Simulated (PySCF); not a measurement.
MSn cations for M along the halogens

CCSD(T) with triple-zeta basis sets in PySCF, for the lowest determinant that a PBE0 search found; no spin–orbit coupling. De refers to high-spin ground-configuration atoms (the charge goes to the atom of lower measured ionisation energy or higher electron affinity, which is not always the lowest computed limit).

| M | basis | reference, frozen orbitals | charged atom | state (unpaired electrons) | Re (Å) | ωe (cm⁻¹) | De (eV) |
| --- | --- | --- | --- | --- | --- | --- | --- |
| F | def2-TZVPPD | RHF, 5 | Sn+ | singlet (closed shell) | 1.875 | 693 | 5.08 |
| Cl | def2-TZVPPD | RHF, 9 | Sn+ | singlet (closed shell) | 2.262 | 433 | 4.08 |
| Br | def2-TZVPPD | RHF, 13 | Sn+ | singlet (closed shell) | 2.401 | 303 | 3.76 |
| I | def2-TZVPPD | RHF, 8 | Sn+ | singlet (closed shell) | 2.594 | 242 | 3.41 |

The shortest bond is that of SnF⁺ (1.875 Å), the longest that of SnI⁺ (2.594 Å). SnF⁺ is bound most strongly (5.08 eV) and SnI⁺ least (3.41 eV).

Down a group the atoms grow and get heavier, so bonds lengthen and wavenumbers fall; this series shows no clear exception.

Correlated steps freeze the inner cores (5 to 13 orbitals); shallow outer-core shells are correlated. Spin–orbit coupling is left out, which matters for elements this heavy, above all for dissociation energies. For an ion De counts to the pair picked by the measured ionisation energies or electron affinities, which need not be the lowest pair at this level. Where the molecule has an RHF reference, its open-shell atoms are computed with UHF.
